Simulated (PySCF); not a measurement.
Identify the unknown among the candidates.

All candidates are C8H10O.

* Rotational structure: rotational constants A, B, C: 2.714, 1.426, 1.010 GHz [PBE0-D3(BJ)/def2-SVP]
* Dipole: 1.10 D [B3LYP/def2-SVPD]
* 13C NMR: chemical shifts (computed TMS as zero) by class: 159.6 (1 C), 136.5 (1 C), 135.2 (1 C), 132.6 (1 C), 125.1 (1 C), 116.4 (1 C), 28.3 (1 C), 16.8 (1 C) ppm [GIAO PBE0/pcSseg-1]
* NMR, other nuclei: isotropic shieldings of nuclei other than C and H, by class: 214 (1 O) ppm [GIAO PBE0/pcSseg-1]
* UV, strongest line: among the 10 lowest singlet transitions: S7 at 6.64 eV (187 nm, f = 0.559) [TDDFT B3LYP/def2-SVPD]
* Polarisability: 99.2 au [B3LYP/def2-SVPD]

The electronic properties come from PySCF, for the isolated species, density fitting. Levels stand in brackets. Isolated species at its PBE0-D3(BJ)/def2-SVP geometry (one conformer only). Each NMR value is the plain mean over a class of atoms that symmetry, rotation or inversion makes alike.

Task: Which candidate is it?
A. `C#C[C@@H]1CCC[C@@H]2O[C@H]12`
B. `CCc1ccccc1O`
C. `CCc1cccc(O)c1`

Result: B. It is `CCc1ccccc1O`. Numbering: `[CH3:1][CH2:2][c:3]1[cH:4][cH:5][cH:6][cH:7][c:8]1[OH:9]`. Its formula, C8H10O, gives 4 degrees of unsaturation: 1 ring and 3 π bonds in the structure found (Kekulé form). 8 carbons fall into 8 classes; from least to most shielded: aromatic carbon bearing oxygen [C8] (159.6 ppm), aromatic CH carbon [C4] (136.5 ppm), substituted aromatic carbon [C3] (135.2 ppm), aromatic CH carbon [C6] (132.6 ppm), aromatic CH carbon [C5] (125.1 ppm), aromatic CH carbon [C7] (116.4 ppm), benzylic-type carbon [C2] (28.3 ppm), methyl carbon [C1] (16.8 ppm). The other shieldings belong to: 214 ppm, phenol-type oxygen [O9]. The optimised geometry has point group C1 and is an asymmetric top.

The others, at the same levels:
- `C#C[C@@H]1CCC[C@@H]2O[C@H]12` fails: its computed 13C shifts are 88.8 (1 C), 75.2 (1 C), 53.9 (1 C), 49.5 (1 C), 31.4 (1 C), 27.3 (1 C), 25.5 (1 C), 23.6 (1 C) ppm, strongest line among the 10 lowest singlet transitions is S10 at 7.64 eV (162 nm, f = 0.035) (against S7 at 6.64 eV) and static isotropic polarisability is 91.8 au (against 99.2 au).
- `CCc1cccc(O)c1` fails: its computed 13C shifts are 162.3 (1 C), 153.3 (1 C), 134.9 (1 C), 124.6 (1 C), 119.3 (1 C), 114.0 (1 C), 33.5 (1 C), 21.0 (1 C) ppm, rotational constant A is 2.978 GHz (against 2.714 GHz) and smallest rotational constant is 0.891 GHz (against 1.010 GHz).

Each candidate is one conformer, not necessarily the lowest. The conformers computed, where there is a choice (atom-mapped SMILES and torsion angles):
- `[CH3:1][CH2:2][c:3]1[cH:4][cH:5][cH:6][cH:7][c:8]1[OH:9]`: C1–C2–C3–C4 -101°, H–O9–C8–C7 -1°
- `[CH3:1][CH2:2][c:3]1[cH:4][cH:5][cH:6][c:7]([OH:8])[cH:9]1`: C1–C2–C3–C4 -87°, H–O8–C7–C6 0°

The conformers of `C#C[C@@H]1CCC[C@@H]2O[C@H]12` aren't listed.
